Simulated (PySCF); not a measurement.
# How methods differ on the excitation energy of Sc⁺

Sc⁺ [Ar] 3d1 4s1 (3D) → Sc⁺ [Ar] 3d1 4p1 (high-spin determinant), as a difference of total energies. Computed with PySCF 2.14 in aug-cc-pVDZ-DK (7s6p4d2f, 59 functions), with scalar relativity by spin-free X2C-1e. Correlated levels: valence: [Ar] frozen. The calculations carry no spin-orbit coupling.

```json
{"method": "UHF", "excitation energy (eV)": "3.250"}
{"method": "MP2 (valence)", "excitation energy (eV)": "3.278"}
{"method": "SCS-MP2 (valence)", "excitation energy (eV)": "3.259"}
{"method": "CCSD (valence)", "excitation energy (eV)": "3.286"}
```

Question: How much does correlation contribute at MP2 (valence)?

Answer: 3.278 − (3.250) = 0.028 eV, measured against UHF.

With two correlated electrons CCSD is exact in that space.

The determinant of the upper state mixes LS terms, which raises its energy above the lowest term, most at the Hartree-Fock and MP2 levels.
